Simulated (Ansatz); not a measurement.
CH6GeOSe, SMILES `C[Se][GeH2][OH]`, relaxed with RKS PBE-D4/def2-SVP in the Gaussian-basis code of Ansatz from a rough embedded geometry. The force threshold is 0.03 eV/Å; the program also tests the step.

Total charge 0; spin multiplicity 1.

Start:

```xyz
10

C     1.365    0.778    0.857
Se    0.720   -1.013    1.264
Ge   -1.100   -0.759   -0.235
O    -0.360   -0.473   -1.927
H     0.532    1.539    1.165
H     1.607    0.918   -0.146
H     2.260    1.010    1.521
H    -1.895   -2.033   -0.248
H    -1.911    0.417    0.200
H    -1.219   -0.383   -2.450
```

(1) By how much does the energy fall, and how many steps does the optimiser take? (Estimate.)

(2) Which bonds change most? (An estimate is asked.)

(3) Give the relaxed structure. (An estimate is asked.)

## Answers

(1) Computed: 0.37 eV, in 16 steps, 3 of them rejected.

(2) The calculation gave: Ge3–H9 from 1.494 to 1.560 Å; C1–H6 from 1.042 to 1.106 Å; C1–H5 from 1.169 to 1.106 Å; Ge3–O4 from 1.869 to 1.811 Å.

(3) The calculation gave: 
```xyz
10

C     1.332    0.816    0.800
Se    0.518   -0.864    1.449
Ge   -1.184   -0.891   -0.190
O    -0.416   -0.600   -1.805
H     0.744    1.695    1.125
H     1.404    0.775   -0.303
H     2.348    0.868    1.234
H    -1.815   -2.306   -0.188
H    -2.240    0.237    0.024
H    -0.690    0.270   -2.147
```
